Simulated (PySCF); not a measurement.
Species: C4H5F2O2S (doublet state).
Cartesian coordinates in Å at the GFN2-xTB level; atoms count from 1:
```
atom  x, y, z in Å
C1    -0.762    1.881    0.352
C2    -0.606    0.616    0.020
O3    -1.441   -0.402    0.373
C4    -1.436   -1.497   -0.408
F5    -1.839   -1.314   -1.685
F6    -2.139   -2.494    0.137
S7     0.831    0.057   -1.012
C8     1.734   -0.640    0.442
O9     1.535    1.280   -1.369
H10   -1.603    2.245    0.914
H11   -0.012    2.582    0.030
H12    1.942    0.162    1.142
H13    1.132   -1.417    0.899
H14    2.664   -1.059    0.072
```

The hyperfine couplings belong to this conformer and change with its torsions.

As a line formula: `C=C(O[C](F)F)[S@](C)=O` [radical].

Computed with PySCF, UKS B3LYP, pcH-1 on C F H O S, non-relativistic, mean-field spin-orbit, GIAO. Isolated species at its GFN2-xTB geometry (one conformer only). Couplings are sensitive to structure, and on GFN2-xTB geometries they can be far from those on DFT ones. No stability test was run, so a lower SCF solution isn't excluded.

Mulliken spin populations: C1 +0.013, C2 -0.021, O3 +0.083, C4 +0.764, F5 +0.059, F6 +0.051, S7 +0.026, C8 +0.002, O9 +0.026, H10 0.000, H11 -0.001, H12 -0.001, H13 -0.001, H14 +0.001.

(1) Give the computed dipolar 1H tensors of H10, H11, H12, H13, H14.

(2) Estimate them with point dipoles: put each population ρk at its nucleus, leave out the nucleus itself and the atom bound to it, and sum T = Σ [ρk/(2S)]·C·(3 n nᵀ − 1)/r³ with C = μ0 gₑ μB g_N μN/(4π h) = 79.06 MHz Å³.

(3) If all the spin sat on C4, T∥ = 2C/r³. What distance does the computed T3 of H13 then imply?

Answers

(1) 
| atom | position | distance from C4 (Å) | T1 (MHz) | T2 | T3 |
| --- | --- | --- | --- | --- | --- |
| H10 | 4 bonds from C4 | 3.97 | -1.52 | -1.02 | 2.54 |
| H11 | 4 bonds from C4 | 4.34 | -1.22 | -0.58 | 1.80 |
| H12 | 5 bonds from C4 | 4.07 | -1.34 | -1.07 | 2.42 |
| H13 | 5 bonds from C4 | 2.88 | -4.22 | -3.37 | 7.60 |
| H14 | 5 bonds from C4 | 4.15 | -1.37 | -1.11 | 2.48 |

(2) 
```json
{"atom": "H10", "T1 (MHz)": "-1.29", "T2": "-1.22", "T3": "2.51", "T3, computed": "2.54", "difference in T3 (%)": "-1"}
{"atom": "H11", "T1 (MHz)": "-1.00", "T2": "-0.55", "T3": "1.55", "T3, computed": "1.80", "difference in T3 (%)": "-14"}
{"atom": "H12", "T1 (MHz)": "-1.23", "T2": "-0.88", "T3": "2.11", "T3, computed": "2.42", "difference in T3 (%)": "-13"}
{"atom": "H13", "T1 (MHz)": "-2.99", "T2": "-2.63", "T3": "5.62", "T3, computed": "7.60", "difference in T3 (%)": "-26"}
{"atom": "H14", "T1 (MHz)": "-1.19", "T2": "-0.83", "T3": "2.02", "T3, computed": "2.48", "difference in T3 (%)": "-19"}
```

In T3 the estimate is closest for H10 (-1 %, 3.97 Å from C4) and worst for H13 (-26 %, 2.88 Å).

(3) r = (2 × 79.06/7.60)^(1/3) = 2.75 Å, against 2.88 Å in the structure.
